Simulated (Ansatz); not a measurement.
Geometry optimisation, RKS PBE0-D4/def2-SVP (Ansatz 0.2.0).

The input (input.yaml):

```yaml
crystal:
  periodic: [false, false, false]
  atoms:
    - { symbol: Sn, position_ang: [0.134422, -0.06486, 0.095225] }
    - { symbol: H, position_ang: [0.731519, 0.063607, 1.697158] }
    - { symbol: H, position_ang: [1.843765, 0.063675, 0.124419] }
    - { symbol: Cl, position_ang: [-0.915511, 1.89928, -0.647295] }
    - { symbol: H, position_ang: [-0.690295, -1.414903, -0.488106] }
basis:
  gaussian: { orbitals: def2-SVP }
hamiltonian:
  xc: pbe0
  dispersion: d4
relax:
  f_tol: 0.03
  max_steps: 50
output:
  orbitals: {}
```

Command:

```bash
$ ansatz run input.yaml --threads 1 --pin off --max-ram 2048MiB --backend cpu --events-out ev --progress --plain --runs-dir out
```

Problem. Where does it end, and by what steps?

Solution. It converged. After 3 steps the energy has fallen by 1.002 eV; H2 moved furthest, 0.52 Å.

```json
{"step": "0", "energy less start (eV)": "0.0000", "largest force component (eV/Å)": "1.722", "accepted": "yes"}
{"step": "1", "energy less start (eV)": "-0.6207", "largest force component (eV/Å)": "0.968", "accepted": "yes"}
{"step": "2", "energy less start (eV)": "-0.9373", "largest force component (eV/Å)": "0.350", "accepted": "yes"}
{"step": "3", "energy less start (eV)": "-1.0015", "largest force component (eV/Å)": "0.023", "accepted": "yes"}
```

```xyz
5
Properties=species:S:1:pos:R:3
Sn 0.308 -0.041 0.218
H 0.268 0.046 1.922
H 1.901 0.046 -0.388
Cl -0.816 1.876 -0.577
H -0.556 -1.381 -0.393
```

Whether the end is a true minimum wasn't checked by a vibrational analysis.

Run time: 15 s on 1 thread of Arm Neoverse N1, with other jobs on the host, peak memory 0.12 GiB.
